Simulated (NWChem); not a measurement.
# C$_{2}$H$_{3}$NO$_{2}$Si; SMILES O=C=N[SiH2]C=O

```xyz
9

O      0.6047     3.2859     0.0000
C      0.2128     2.1871     0.0000
N     -0.1845     1.0568     0.0000
Si    -0.7862    -0.5545     0.0000
C      0.6880    -1.7988     0.0000
O      0.4550    -2.9812     0.0000
H     -1.6008    -0.7915     1.2230
H     -1.6008    -0.7915    -1.2230
H      1.7495    -1.4217     0.0000
```
Atoms are numbered in this order, from 1.

Level: PBE0/def2-SVP (NWChem), optimised geometry, unscaled harmonic frequencies. 

| frequency (cm⁻¹) | IR intensity (km/mol) |
|---|---|
| 51 | 1.3 |
| 56 | 5.5 |
| 92 | 6.4 |
| 162 | 18.8 |
| 324 | 0.6 |
| 474 | 26.7 |
| 616 | 84.7 |
| 626 | 31.5 |
| 628 | 33.7 |
| 712 | 0.2 |
| 724 | 21.2 |
| 863 | 322.5 |
| 902 | 21.6 |
| 937 | 124.3 |
| 1375 | 14.5 |
| 1550 | 33.0 |
| 1826 | 132.5 |
| 2259 | 97.8 |
| 2266 | 94.3 |
| 2491 | 1578.5 |
| 2856 | 121.2 |

```json
{
 "zero_point_energy": "31.1 kcal/mol",
 "thermal correction to the enthalpy at 298.15 K (with zero-point energy)": "36.3 kcal/mol",
 "heat capacity Cv": "22.9 cal/(mol K)",
 "entropy at 298.15 K and 1 atm (symmetry number 1)": "87.1 cal/(mol K)",
 "dipole_moment": "0.46 D"
}
```

Rigid rotor and harmonic oscillator; modes under 100 cm⁻¹ make the entropy uncertain.
